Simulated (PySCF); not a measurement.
# [Er(P5)]2+ at several levels of theory

Computed with PySCF 2.14.0 (density fitting, no spin-orbit coupling) at the geometry relaxed with B3LYP:

```xyz
6
[Er(P5)]2+ (singlet in the valence; each metal's 4f electrons, 11 of them, lie in its core potential, out of spins and levels)
Er    0.0000    0.0000   -1.0895
P     1.8472    0.0000    1.1542
P     0.5708    1.7568    1.1542
P    -1.4944    1.0857    1.1542
P    -1.4944   -1.0858    1.1542
P     0.5708   -1.7568    1.1542
```

| level | basis | state | HOMO (eV) | gap (eV) | charge on Er1 (e) | population of f-type functions on Er1 (polarisation alone where 4f lies in the core) | dipole about the centre of mass (D) | largest force component (eV/Å) |
| --- | --- | --- | --- | --- | --- | --- | --- | --- |
| B3LYP | Er lcecp-1-SVP with ECP57, P def2-SVP | singlet | -15.72 | 2.44 | 1.19 | 0.01 | 3.52 | 0.00 |
| TPSSh | the same | singlet | -15.49 | 1.91 | 1.33 | 0.01 | 3.85 | 0.24 |
| r2SCAN | the same | singlet | -15.26 | 1.38 | 1.35 | 0.01 | 3.92 | 0.30 |
| PBE | the same | singlet | -15.03 | 1.12 | 1.19 | 0.01 | 3.21 | 0.37 |
| CAM-B3LYP | the same | singlet | -17.05 | 4.98 | 1.19 | 0.02 | 3.94 | 0.51 |

In the lcecp rows the 4f levels are missing from HOMO and gap, and the state counts the valence alone.

Charges are Mulliken's, which hang on the basis. The relaxation used the grid (50, 194), these runs (75, 302) or, all-electron (x2c bases, spin-free X2C Hamiltonian), (99, 590).

Problem. What does B3LYP with Er lcecp-1-TZVP with ECP57, P def2-TZVP give here?

Solution. state singlet, HOMO (eV) -15.45, gap (eV) 2.42, charge on Er1 (e) 1.42, population of f-type functions on Er1 (polarisation alone where 4f lies in the core) 0.02, dipole about the centre of mass (D) 3.23, largest force component (eV/Å) 0.33. Time: 22 s on 2 threads of Arm Neoverse V2 (shared host), from free ions and atoms.

In the first row's basis the gap widens with exact exchange: 1.1 to 1.4 eV for PBE, r2SCAN (none); 1.9 to 2.4 eV for TPSSh, B3LYP (a fixed share); 5.0 eV for CAM-B3LYP (rising or full at long range).

An lcecp potential fixes the number of 4f electrons, so in runs with it no electron can move into or out of that shell.

Small gap, closed shell not tested for a spin-broken solution: TPSSh.
